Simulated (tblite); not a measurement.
C₅H₈F₂GeSi.
SMILES with atom numbers: `[CH:1]#[C:2][Ge@@H:3]1[CH2:4][SiH2:5][C@H:6]([F:7])[C@H:8]1[F:9]` (hydrogens: H10 on C1; H11 on Ge3; H12, H13 on C4; H14, H15 on Si5; H16 on C6; H17 on C8)

Computed with GFN2-xTB (tblite), gas phase: L-BFGS steps from a force-field or distance-geometry start until the largest atomic force falls under 0.01 eV/Å.

Step 32: E = -756.6042 eV
```
atom  x, y, z in Å  |  force x, y, z in eV/Å
C1      3.5403   -0.8132    0.4486    0.010   0.006   0.008
C2      2.5421   -0.2436    0.0945    0.000   0.013   0.003
Ge3     0.9418    0.5905   -0.5100    0.040   0.024  -0.123
C4     -0.1984    1.3853    0.9113   -0.035   0.002   0.022
Si5    -1.9272    0.6599    0.5838   -0.029  -0.061  -0.010
C6     -1.3349   -1.0276   -0.1364   -0.009  -0.011  -0.015
F7     -0.6034   -1.6321    0.8905    0.010   0.000  -0.061
C8     -0.3333   -0.7710   -1.2453    0.011   0.006   0.023
F9     -0.9943   -0.1921   -2.3218    0.012  -0.017   0.033
H10     4.4199   -1.3017    0.7592    0.003  -0.006   0.017
H11     1.3144    1.5494   -1.6218    0.004  -0.026   0.050
H12     0.1585    1.0377    1.8784    0.033   0.024   0.048
H13    -0.1712    2.4705    0.9202    0.009   0.018  -0.030
H14    -2.6664    0.3687    1.8102   -0.021   0.014   0.024
H15    -2.7043    1.3797   -0.4255    0.032  -0.016   0.011
H16    -2.1022   -1.7476   -0.4326   -0.046   0.011   0.014
H17     0.1118   -1.7008   -1.6132   -0.024   0.020  -0.013
```

Step 33: E = -756.6052 eV
```
atom  x, y, z in Å  |  force x, y, z in eV/Å
C1      3.5421   -0.8108    0.4491    0.007   0.001   0.013
C2      2.5410   -0.2451    0.0971    0.008   0.008   0.008
Ge3     0.9424    0.5890   -0.5078    0.028   0.020  -0.116
C4     -0.1993    1.3860    0.9114   -0.024   0.008   0.009
Si5    -1.9273    0.6562    0.5840   -0.020  -0.021   0.027
C6     -1.3376   -1.0285   -0.1401   -0.019  -0.008   0.005
F7     -0.6106   -1.6385    0.8860    0.015  -0.010  -0.045
C8     -0.3332   -0.7704   -1.2444    0.008  -0.002   0.000
F9     -0.9925   -0.1924   -2.3216    0.000   0.012   0.010
H10     4.4215   -1.2984    0.7604    0.015  -0.010   0.018
H11     1.3218    1.5440   -1.6191   -0.001  -0.013   0.038
H12     0.1620    1.0491    1.8811    0.013   0.018   0.031
H13    -0.1745    2.4715    0.9104    0.003   0.017  -0.027
H14    -2.6552    0.3645    1.8169   -0.032   0.010   0.020
H15    -2.7091    1.3800   -0.4192    0.037  -0.023   0.014
H16    -2.1070   -1.7440   -0.4409   -0.045   0.002   0.011
H17     0.1086   -1.7001   -1.6133    0.007  -0.007  -0.015
```

Step 34: E = -756.6058 eV
```
atom  x, y, z in Å  |  force x, y, z in eV/Å
C1      3.5432   -0.8092    0.4496    0.004  -0.003   0.016
C2      2.5406   -0.2456    0.0986    0.013   0.005   0.007
Ge3     0.9431    0.5884   -0.5084    0.006   0.004  -0.057
C4     -0.2001    1.3864    0.9118   -0.004   0.008  -0.006
Si5    -1.9276    0.6535    0.5846   -0.003   0.007   0.051
C6     -1.3394   -1.0293   -0.1422   -0.019  -0.005   0.011
F7     -0.6143   -1.6424    0.8824    0.017  -0.022  -0.027
C8     -0.3332   -0.7701   -1.2439   -0.003  -0.009  -0.018
F9     -0.9916   -0.1924   -2.3213   -0.008   0.029  -0.009
H10     4.4225   -1.2966    0.7615    0.016  -0.009   0.017
H11     1.3263    1.5406   -1.6169    0.002   0.011   0.008
H12     0.1644    1.0563    1.8834   -0.002   0.017   0.006
H13    -0.1765    2.4722    0.9043   -0.003   0.008  -0.023
H14    -2.6494    0.3624    1.8211   -0.039   0.005   0.019
H15    -2.7110    1.3797   -0.4155    0.034  -0.024   0.012
H16    -2.1107   -1.7419   -0.4455   -0.037  -0.001   0.008
H17     0.1067   -1.6999   -1.6136    0.024  -0.020  -0.015
```

Step 35: E = -756.6063 eV
```
atom  x, y, z in Å  |  force x, y, z in eV/Å
C1      3.5438   -0.8084    0.4502    0.003  -0.004   0.016
C2      2.5405   -0.2457    0.0994    0.015   0.003   0.004
Ge3     0.9436    0.5883   -0.5100   -0.011  -0.014   0.005
C4     -0.2006    1.3866    0.9121    0.015   0.005  -0.016
Si5    -1.9279    0.6520    0.5859    0.012   0.016   0.058
C6     -1.3406   -1.0298   -0.1431   -0.013  -0.004   0.007
F7     -0.6157   -1.6450    0.8799    0.016  -0.030  -0.015
C8     -0.3333   -0.7701   -1.2440   -0.015  -0.013  -0.027
F9     -0.9914   -0.1920   -2.3211   -0.010   0.032  -0.019
H10     4.4232   -1.2959    0.7626    0.011  -0.005   0.015
H11     1.3286    1.5393   -1.6154    0.007   0.032  -0.019
H12     0.1659    1.0603    1.8848   -0.009   0.018  -0.014
H13    -0.1775    2.4727    0.9006   -0.006   0.001  -0.020
H14    -2.6475    0.3616    1.8236   -0.043   0.002   0.020
H15    -2.7108    1.3790   -0.4136    0.029  -0.022   0.009
H16    -2.1134   -1.7409   -0.4475   -0.026   0.001   0.008
H17     0.1061   -1.6999   -1.6141    0.025  -0.020  -0.013
```

Task: Estimate the geometry and energy of step 36. (The exact step hangs on the optimiser's Hessian estimate; all steps are aligned on step 35, rigid shifts and turns removed.)

Result: E = -756.6068 eV, largest force 0.077 eV/Å
```
atom  x, y, z in Å  |  force x, y, z in eV/Å
C1      3.5445   -0.8077    0.4512    0.002  -0.005   0.016
C2      2.5406   -0.2458    0.1004    0.016   0.001   0.000
Ge3     0.9439    0.5881   -0.5120   -0.022  -0.032   0.066
C4     -0.2009    1.3869    0.9121    0.033   0.003  -0.022
Si5    -1.9279    0.6506    0.5884    0.027   0.015   0.053
C6     -1.3422   -1.0306   -0.1439   -0.001  -0.003  -0.001
F7     -0.6166   -1.6487    0.8766    0.012  -0.035  -0.005
C8     -0.3338   -0.7703   -1.2445   -0.029  -0.015  -0.030
F9     -0.9917   -0.1909   -2.3211   -0.009   0.029  -0.024
H10     4.4240   -1.2952    0.7641    0.001   0.002   0.013
H11     1.3311    1.5386   -1.6141    0.011   0.048  -0.043
H12     0.1674    1.0652    1.8862   -0.013   0.018  -0.033
H13    -0.1788    2.4732    0.8962   -0.009  -0.004  -0.016
H14    -2.6464    0.3612    1.8268   -0.045   0.000   0.020
H15    -2.7093    1.3776   -0.4117    0.020  -0.018   0.006
H16    -2.1168   -1.7398   -0.4492   -0.011   0.007   0.009
H17     0.1059   -1.7002   -1.6152    0.016  -0.011  -0.010
```

The energy changes by -0.0005 eV. The first-order estimate −F·Δx gives -0.0007 eV and the mean of the old and new forces, exact on a quadratic surface, -0.0005 eV. The step makes an angle of 64° with the force vector and moves no atom by more than 0.005 Å.

The cost below is that of the whole relaxation. Hardware: an Arm Neoverse N1 with one thread (shared host). Cost: 1.7 s.
